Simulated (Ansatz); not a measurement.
```xyz
13

B    -1.2459   -1.0144   -0.1095
C     0.1592   -0.4499   -0.3120
Ge    0.0897    0.4211    1.5241
C     0.3786    0.6165   -1.3201
N     1.3724    0.7618   -2.0889
H    -2.1998   -0.3540   -0.4091
H    -1.4023   -2.0794    0.4114
H     0.9922   -1.1537   -0.2502
H    -1.1916    0.0079    2.2723
H     0.0964    1.9381    1.3209
H     1.3160   -0.0712    2.2975
H    -0.4369    1.3416   -1.4153
H     2.0719    0.0355   -1.9211
```

Charge 0, multiplicity 1.

(1) List the PBE0/def2-TZVPP orbital energies in eV (Ansatz 0.2.0). (Best estimate.)

## Answers

(1) Computed: Occupied: -10860.64, -1358.91, -1208.73, -1208.71, -1208.71, -390.90, -279.58, -278.65, -184.69, -171.63, -121.45, -121.40, -121.39, -34.27, -34.25, -34.24, -34.18, -34.16, -25.41, -20.94, -16.88, -15.76, -14.43, -13.51, -11.73, -10.81, -10.60, -10.11, -10.08, -9.53, -8.10, -7.57. Lowest empty: -1.25, -0.30, 0.50, 1.03, 1.12, 1.42, 1.50, 2.32.
